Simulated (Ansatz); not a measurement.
Ansatz (an electronic-structure program) input (HF/3-21G): The .json file is the Basis Set Exchange's 3-21G.

Ansatz 0.2 input:
```yaml
crystal:
  periodic: [false, false, false]
  atoms:
    - {symbol: Cu, position_ang: [-0.29279827, -0.15526528, -0.22753519]}
    - {symbol: O, position_ang: [0.93137822, 0.39816300, 0.70518125]}
    - {symbol: H, position_ang: [1.04012409, 1.31738927, 0.95707058]}
basis:
  gaussian:
    orbitals: 3-21G.json
hamiltonian:
  xc: {name: HF}
phonons: {temperatures: {t_min: 298.15, t_max: 298.15, t_step: 100}}
```

Output:

```
Functional definition: HF
integrals: 0.00 GiB planned
432 factors; integrals over basis functions are off by at most 5.9e-4 eV
mean field: 0.08 GiB planned
mean field evaluation 1: about -46413.2814 eV, gradient 5.9e1 eV
mean field evaluation 2: about -46413.3319 eV, gradient 5.9e1 eV
mean field evaluation 4: about -46418.9704 eV, gradient 8.9e0 eV
mean field evaluation 8: about -46419.7740 eV, gradient 4.6e-1 eV
mean field evaluation 16: about -46411.6076 eV, gradient 2.6e1 eV
mean field evaluation 32: about -46415.3507 eV, gradient 1.4e1 eV
mean field -46419.78281003 eV, -1705.8955538097 hartree, gradient 2.5e-5 eV, S^2 0.000000; 0 other end points of the search recorded, 0 dependent functions left out
the calculation of the forces begins
reference -46419.78281003 eV, -1705.8955538097 hartree; 19, 19 occupied and 21, 21 virtual orbitals, 432 factors
these checks for a lower state are left out or cut short: stability, starts, cluster_reference, orbital_swaps, neighbouring_geometries, increment
integrals: 0.00 GiB planned
432 factors; integrals over basis functions are off by at most 5.9e-4 eV
mean field: 0.08 GiB planned
mean field -46419.78269026 eV, -1705.8955494084 hartree, gradient 2.6e-6 eV, S^2 0.000000; 0 other end points of the search recorded, 0 dependent functions left out
the calculation of the forces begins
reference -46419.78269026 eV, -1705.8955494084 hartree; 19, 19 occupied and 21, 21 virtual orbitals, 432 factors
these checks for a lower state are left out or cut short: stability, starts, cluster_reference, orbital_swaps, neighbouring_geometries, increment
integrals: 0.00 GiB planned
432 factors; integrals over basis functions are off by at most 5.9e-4 eV
mean field: 0.08 GiB planned
mean field evaluation 64: about -46419.7827 eV, gradient 2.6e-6 eV
mean field -46419.78270123 eV, -1705.8955498115 hartree, gradient 2.6e-6 eV, S^2 0.000000; 0 other end points of the search recorded, 0 dependent functions left out
the calculation of the forces begins
reference -46419.78270123 eV, -1705.8955498115 hartree; 19, 19 occupied and 21, 21 virtual orbitals, 432 factors
these checks for a lower state are left out or cut short: stability, starts, cluster_reference, orbital_swaps, neighbouring_geometries, increment
integrals: 0.00 GiB planned
432 factors; integrals over basis functions are off by at most 5.9e-4 eV
mean field: 0.08 GiB planned
mean field -46419.78280354 eV, -1705.8955535713 hartree, gradient 2.7e-6 eV, S^2 0.000000; 0 other end points of the search recorded, 0 dependent functions left out
the calculation of the forces begins
reference -46419.78280354 eV, -1705.8955535713 hartree; 19, 19 occupied and 21, 21 virtual orbitals, 432 factors
these checks for a lower state are left out or cut short: stability, starts, cluster_reference, orbital_swaps, neighbouring_geometries, increment
integrals: 0.00 GiB planned
432 factors; integrals over basis functions are off by at most 5.9e-4 eV
mean field: 0.08 GiB planned
mean field -46419.78279761 eV, -1705.8955533532 hartree, gradient 2.7e-6 eV, S^2 0.000000; 0 other end points of the search recorded, 0 dependent functions left out
the calculation of the forces begins
reference -46419.78279761 eV, -1705.8955533532 hartree; 19, 19 occupied and 21, 21 virtual orbitals, 432 factors
these checks for a lower state are left out or cut short: stability, starts, cluster_reference, orbital_swaps, neighbouring_geometries, increment
integrals: 0.00 GiB planned
432 factors; integrals over basis functions are off by at most 5.9e-4 eV
mean field: 0.08 GiB planned
mean field -46419.78268301 eV, -1705.8955491419 hartree, gradient 2.6e-6 eV, S^2 0.000000; 0 other end points of the search recorded, 0 dependent functions left out
the calculation of the forces begins
reference -46419.78268301 eV, -1705.8955491419 hartree; 19, 19 occupied and 21, 21 virtual orbitals, 432 factors
these checks for a lower state are left out or cut short: stability, starts, cluster_reference, orbital_swaps, neighbouring_geometries, increment
integrals: 0.00 GiB planned
432 factors; integrals over basis functions are off by at most 5.9e-4 eV
mean field: 0.08 GiB planned
mean field evaluation 96: about -46419.6997 eV, gradient 1.0e-3 eV
mean field -46419.78268156 eV, -1705.8955490885 hartree, gradient 2.6e-6 eV, S^2 0.000000; 0 other end points of the search recorded, 0 dependent functions left out
the calculation of the forces begins
reference -46419.78268156 eV, -1705.8955490885 hartree; 19, 19 occupied and 21, 21 virtual orbitals, 432 factors
these checks for a lower state are left out or cut short: stability, starts, cluster_reference, orbital_swaps, neighbouring_geometries, increment
integrals: 0.00 GiB planned
432 factors; integrals over basis functions are off by at most 5.9e-4 eV
mean field: 0.08 GiB planned
mean field -46419.78272194 eV, -1705.8955505725 hartree, gradient 2.7e-6 eV, S^2 0.000000; 0 other end points of the search recorded, 0 dependent functions left out
the calculation of the forces begins
reference -46419.78272194 eV, -1705.8955505725 hartree; 19, 19 occupied and 21, 21 virtual orbitals, 432 factors
these checks for a lower state are left out or cut short: stability, starts, cluster_reference, orbital_swaps, neighbouring_geometries, increment
integrals: 0.00 GiB planned
432 factors; integrals over basis functions are off by at most 5.9e-4 eV
mean field: 0.08 GiB planned
mean field -46419.78272265 eV, -1705.8955505987 hartree, gradient 2.7e-6 eV, S^2 0.000000; 0 other end points of the search recorded, 0 dependent functions left out
the calculation of the forces begins
reference -46419.78272265 eV, -1705.8955505987 hartree; 19, 19 occupied and 21, 21 virtual orbitals, 432 factors
these checks for a lower state are left out or cut short: stability, starts, cluster_reference, orbital_swaps, neighbouring_geometries, increment
integrals: 0.00 GiB planned
432 factors; integrals over basis functions are off by at most 5.9e-4 eV
mean field: 0.08 GiB planned
mean field evaluation 128: about -46419.7828 eV, gradient 7.1e-4 eV
mean field -46419.78279686 eV, -1705.8955533257 hartree, gradient 2.6e-6 eV, S^2 0.000000; 0 other end points of the search recorded, 0 dependent functions left out
the calculation of the forces begins
reference -46419.78279686 eV, -1705.8955533257 hartree; 19, 19 occupied and 21, 21 virtual orbitals, 432 factors
these checks for a lower state are left out or cut short: stability, starts, cluster_reference, orbital_swaps, neighbouring_geometries, increment
integrals: 0.00 GiB planned
432 factors; integrals over basis functions are off by at most 5.9e-4 eV
mean field: 0.08 GiB planned
mean field -46419.78278732 eV, -1705.8955529751 hartree, gradient 2.6e-6 eV, S^2 0.000000; 0 other end points of the search recorded, 0 dependent functions left out
the calculation of the forces begins
reference -46419.78278732 eV, -1705.8955529751 hartree; 19, 19 occupied and 21, 21 virtual orbitals, 432 factors
these checks for a lower state are left out or cut short: stability, starts, cluster_reference, orbital_swaps, neighbouring_geometries, increment
integrals: 0.00 GiB planned
432 factors; integrals over basis functions are off by at most 5.9e-4 eV
mean field: 0.08 GiB planned
mean field -46419.78272816 eV, -1705.8955508012 hartree, gradient 2.6e-6 eV, S^2 0.000000; 0 other end points of the search recorded, 0 dependent functions left out
the calculation of the forces begins
reference -46419.78272816 eV, -1705.8955508012 hartree; 19, 19 occupied and 21, 21 virtual orbitals, 432 factors
these checks for a lower state are left out or cut short: stability, starts, cluster_reference, orbital_swaps, neighbouring_geometries, increment
integrals: 0.00 GiB planned
432 factors; integrals over basis functions are off by at most 5.9e-4 eV
mean field: 0.08 GiB planned
mean field evaluation 160: about -46419.7827 eV, gradient 1.7e-6 eV
mean field -46419.78273337 eV, -1705.8955509925 hartree, gradient 2.6e-6 eV, S^2 0.000000; 0 other end points of the search recorded, 0 dependent functions left out
the calculation of the forces begins
reference -46419.78273337 eV, -1705.8955509925 hartree; 19, 19 occupied and 21, 21 virtual orbitals, 432 factors
Total energy: -46419.78281003 eV, -1705.8955538097 hartree
Atom 0 at    -0.292798    -0.155265    -0.227535 Å, force    -0.001515    -0.001675    -0.001346 eV/Å
Atom 1 at     0.931378     0.398163     0.705181 Å, force     0.000027     0.000307     0.000078 eV/Å
Atom 2 at     1.040124     1.317389     0.957071 Å, force     0.001487     0.001368     0.001268 eV/Å
Dipole moment:    -0.425637     0.057746    -0.275696 e Å
Vibrations: 746.56 924.55 3956.44 cm⁻¹, zero-point energy 0.348864 eV
```

The blocks after the first are displaced geometries, from whose forces the wavenumbers follow.
